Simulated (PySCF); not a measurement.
Work out the structure from these simulated measurements.

Formula: CH6N2Si.

| Quantity | Value |
| --- | --- |
| NMR, other nuclei | isotropic shieldings of nuclei other than C and H, by class: -173 (1 N), 245 (1 N), 389 (1 Si) ppm [GIAO PBE0/pcSseg-1] |
| Polarisability | 56.0 au [PBE0/def2-SVPD] |
| UV, strongest line | among the 6 lowest singlet transitions: S2 at 5.70 eV (217 nm, f = 0.048) [TDDFT PBE0/def2-SVPD] |
| Triplet | lowest triplet excitation (Tamm–Dancoff): 3.33 eV [TDA PBE0/def2-SVPD] |
| 13C NMR | chemical shifts (computed TMS as zero) by class: 167.5 (1 C) ppm [GIAO PBE0/pcSseg-1] |
| 1H NMR | chemical shifts (computed TMS as zero) by class: 8.68 (1 H), 8.52 (1 H), 5.01 (2 H), 0.80 (2 H) ppm [GIAO PBE0/pcSseg-1] |
| Rotational structure | rotational constants A, B, C: 16.493, 3.387, 3.081 GHz [GFN2-xTB] |
| UV, first state | lowest singlet excitation: 3.96 eV (313 nm, f = 0.000) [TDDFT PBE0/def2-SVPD] |
| Dipole | 1.52 D [PBE0/def2-SVPD] |

Electronic properties: PySCF, gas phase, density fitting. Levels stand in brackets. The structure is a single GFN2-xTB conformer in the gas phase; no vibrational or solvent corrections. Each NMR value is the plain mean over a class of atoms that symmetry, rotation or inversion makes alike.

Task: What is the compound? Reason from the data.

Result: Numbering: `[CH2:1]=[N:2][SiH2:3][NH2:4]`. Its formula, CH6N2Si, gives 1 degree of unsaturation: 0 rings and 1 π bond in the structure found. The one carbon: C=N carbon [C1] (167.5 ppm). Hydrogen classes from least to most shielded: 1 H on a C=N carbon, C1 (8.68 ppm), 1 H on a C=N carbon, C1 (8.52 ppm), 2 H on an SiH2 silicon, Si3 (5.01 ppm), 2 H on a silicon-bound nitrogen, N4 (0.80 ppm). The other shieldings belong to: -173 ppm, C=N nitrogen [N2]; 245 ppm, silicon-bound nitrogen [N4]; 389 ppm, SiH2 silicon [Si3]. S1 is mainly HOMO→LUMO (weight 0.99); the largest Löwdin shares of the orbital it empties are 0.56 on the C=N nitrogen, 0.16 on the C=N carbon, 0.10 on the SiH2 silicon and 0.07 on a hydrogen on a C=N carbon, of the orbital it fills 0.41 on the C=N carbon, 0.33 on the C=N nitrogen, 0.07 on the SiH2 silicon and 0.06 on a hydrogen on a C=N carbon. The optimised geometry has point group C1 and is an asymmetric top. Structure: `C=N[SiH2]N`. The assignments are read from this structure; whether some other isomer fits the data as well wasn't checked.

Shape of the structure used: `[CH2:1]=[N:2][SiH2:3][NH2:4]`: C1–N2–Si3–N4 -124°, H–N4–Si3–N2 68°, H–N4–Si3–N2 -66°.
